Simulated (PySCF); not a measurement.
Two species compared at the same levels of theory.

First species: C5H4F3NO.
Structure used (GFN2-xTB), in Å, numbered top down from 1:
```
atom  x, y, z in Å
C1    -2.6391   -0.1222    0.0941
C2    -1.4928    0.2908   -0.4348
C3    -0.1793   -0.2081   -0.0180
N4     0.1069   -1.2104    0.7002
C5     0.9876    0.5740   -0.5438
O6     0.9319    1.4072   -1.4012
C7     2.3505    0.2174    0.1234
F8     2.7593   -1.0093   -0.2110
F9     2.2904    0.2850    1.4572
F10    3.3018    1.0701   -0.2677
H11   -2.6769   -0.8572    0.8833
H12   -3.5865    0.2683   -0.2343
H13   -1.4701    1.0465   -1.2072
H14   -0.6844   -1.7525    1.0377
```

Second species: thiirane, C2H4S.
SMILES: `C1CS1`

Levels: wB97X-D/def2-SVPD for dipole moment, HOMO energy, LUMO energy, HOMO–LUMO gap, static isotropic polarisability and electronic spatial extent ⟨r²⟩ about the centre of nuclear charge; TDDFT wB97X-D/def2-SVPD for lowest singlet excitation; TDA wB97X-D/def2-SVPD for lowest triplet excitation (Tamm–Dancoff); GFN2-xTB for rotational constant A and rotational constant C. Geometries: GFN2-xTB. Each structure is a single optimised conformer of the isolated species, non-relativistic unless stated; the electronic structure was computed with PySCF and density fitting.

Dipoles, sizes and rotational constants follow the conformer. The torsions of the flexible species, by atom-mapped SMILES:
- `[H]/[N:4]=[C:3](\[CH:2]=[CH2:1])[C:5](=[O:6])[C:7]([F:8])([F:9])[F:10]`: C1–C2–C3–N4 13°, C2–C3–C5–O6 -12°, C3–C5–C7–F8 69°

```tsv
property	column X	column Y
dipole moment	1.98 D	4.54 D
HOMO energy	-8.46 eV	-10.14 eV
LUMO energy	1.81 eV	-1.39 eV
HOMO–LUMO gap	10.27 eV	8.75 eV
lowest singlet excitation	4.95 eV	3.37 eV
lowest triplet excitation (Tamm–Dancoff)	4.57 eV	2.81 eV
static isotropic polarisability	42.9 au	72.1 au
electronic spatial extent ⟨r²⟩ about the centre of nuclear charge	199 bohr²	1457 bohr²
rotational constant A	22.079 GHz	2.665 GHz
rotational constant C	8.166 GHz	0.761 GHz
```

(1) Which column belongs to which species?

(2) How does each property change from the first species to the second?

Answers

(1) Column X is the second species and column Y the first. The first has 14 atoms and 76 electrons, the second 7 and 32.

(2) dipole moment -2.56 D; HOMO energy +1.68 eV; LUMO energy +3.20 eV; HOMO–LUMO gap +1.52 eV; lowest singlet excitation +1.58 eV; lowest triplet excitation (Tamm–Dancoff) +1.76 eV; static isotropic polarisability -29.2 au; electronic spatial extent ⟨r²⟩ about the centre of nuclear charge -1258 bohr²; rotational constant A +19.414 GHz; rotational constant C +7.405 GHz.

On the first: The 8 singlets span 3.37 to 7.36 eV, and their oscillator strengths add up to 0.56. The vertical singlet–triplet gap S1 − T1 is 0.56 eV (TDDFT singlet less Tamm–Dancoff triplet; S1: HOMO→LUMO, weight 0.93; T1: HOMO→LUMO, weight 0.92).

On the second: The principal polarisabilities are 37.6, 41.1 and 50.0 au; their mean is the isotropic value. The dipole matches unit charges of opposite sign 0.41 Å apart (1 e·Å = 4.8032 D).
